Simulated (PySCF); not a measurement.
A TDDFT job was run through a driver script with this input:

```
{"job": {"kind": "uv", "xc": "wB97X-D", "basis": "def2-SVPD", "nstates": 8, "ntriplets": 3}, "charge": 0, "multiplicity": 1}
C      3.423739     0.117864    -1.575801
C      2.425694    -0.211403    -0.997600
C      1.229720    -0.580428    -0.314512
C      1.195970    -1.696843     0.416965
O      0.235628     0.318922    -0.536108
C     -1.031733     0.123222     0.071123
C     -2.029551     0.927743    -0.755878
C     -1.016863     0.588062     1.527679
H      4.304197     0.392172    -2.076111
H      0.329430    -2.028849     0.958431
H      2.070913    -2.316733     0.477388
H     -1.300373    -0.942643     0.021837
H     -3.032930     0.799818    -0.360249
H     -2.009217     0.594060    -1.790041
H     -1.765846     1.981678    -0.728818
H     -0.270493     0.042890     2.100423
H     -0.774526     1.647254     1.570666
H     -1.992517     0.429538     1.978950
```

The program printed, after the SCF cycles:

```
converged SCF energy = -347.5297712609

Static polarisability (au): isotropic 89.012, principal 67.897 88.520 110.618

Singlet excitations
state   eV       nm        f      main configurations
  1   5.7643    215.1   0.22259   H->L 0.88
  2   5.9733    207.6   0.00198   H-1->L 0.82, H->L+2 0.08
  3   6.1857    200.4   0.00111   H->L+2 0.66, H-1->L 0.12
  4   6.7554    183.5   0.05709   H-2->L 0.63, H-1->L+2 0.14
  5   6.7975    182.4   0.01718   H->L+1 0.64, H->L+3 0.12
  6   7.4569    166.3   0.02283   H->L+3 0.22, H-2->L+2 0.17, H->L+2 0.16
  7   7.7534    159.9   0.01243   H-2->L+2 0.44, H->L+3 0.28
  8   7.9926    155.1   0.01018   H->L+4 0.45, H->L+7 0.15, H->L+3 0.08

Triplet excitations (Tamm-Dancoff, eV): 3.6687 5.4714 5.5770
```

Computed with TDDFT wB97X-D/def2-SVPD, vertical, gas phase, core orbitals frozen in the response in PySCF. Geometry: GFN2-xTB, one conformer, isolated molecule.

(1) Give the mean polarisability in Å³.

(2) What transition dipole goes with state 1?

(3) How much of the mean polarisability do the listed states account for?

(4) How many basis functions and electrons does this run hold?

(5) What is the total energy of state 8 at this geometry?

(6) Write the structure that the coordinates describe.

## Answers

(1) 89.01 au × 0.148185 = 13.19 Å³.

(2) |μ|² = 3f / (2ΔE) = 3 × 0.2226 / (2 × 0.2118) = 1.576 au, so |μ| = 3.19 D.

(3) The sum over states Σ f/ΔE² (ΔE in hartree) gives 6.80 au, 8% of the total; the rest comes from higher roots of the same response equations.

(4) 243 basis functions for 60 electrons in 30 doubly occupied orbitals.

(5) -347.52977 + 0.29372 = -347.23605 hartree.

(6) `C#CC(=C)OC(C)C` (C7H10O), point group C1.

H and L stand for HOMO and LUMO.

The values belong to the conformer `[CH:1]#[C:2][C:3](=[CH2:4])[O:5][CH:6]([CH3:7])[CH3:8]`: C2–C3–O5–C6 180°, C3–O5–C6–C7 -159°.

Note: wB97X-D ran without an empirical dispersion term, which enters the total energy and its gradient alone.
